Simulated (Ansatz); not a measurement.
The cluster ZrGe10. Charge 0, multiplicity 1. Geometry r2SCAN-D4/def2-SVP, basis def2-TZVP, Ansatz.

```xyz
11

Zr   -0.016    0.780   -0.980
Ge    2.344   -0.510    0.723
Ge   -2.132    0.144    1.317
Ge    0.416    1.230    1.792
Ge    2.413    1.751   -0.314
Ge    0.980   -2.301   -0.758
Ge   -1.819    2.366    0.243
Ge   -1.744   -1.904   -0.395
Ge    2.161   -0.440   -1.937
Ge    0.013   -1.368    1.615
Ge   -2.616    0.252   -1.306
```

```json
{"run": "A", "HOMO (eV)": "-5.26", "LUMO (eV)": "-4.48"}
{"run": "B", "HOMO (eV)": "-5.04", "LUMO (eV)": "-4.32"}
{"run": "C", "HOMO (eV)": "-6.63", "LUMO (eV)": "-3.20"}
{"run": "D", "HOMO (eV)": "-5.76", "LUMO (eV)": "-3.96"}
```

In the def2 sets Zr takes a core potential; there is no spin–orbit coupling. Single mean-field runs in def2-TZVP are fitted with def2-universal-jkfit. No other spin state of charge 0 was run. Another isomer (singlet) lies 0.56 eV lower at PBE0-D4/def2-TZVP; other spin states weren't run for this one.

Problem. The runs used CAM-B3LYP, PBE, PBE0, r2SCAN. Estimate which is which.

Solution. A r2SCAN (0 % exact exchange); B PBE (0 % exact exchange); C CAM-B3LYP (range-separated); D PBE0 (25 % exact exchange). Exact exchange lowers occupied and raises empty levels; among semilocal functionals meta-GGAs tend to open the gap a little, and such runs are hard to tell apart. The gap grows from 0.71 eV (PBE) to 3.43 eV (CAM-B3LYP). The restricted singlet is unstable towards broken spin symmetry in Hartree–Fock (as tested in another run); at r2SCAN-D4/def2-TZVP, CAM-B3LYP-D4/def2-TZVP, PBE0-D4/def2-TZVP this wasn't settled.
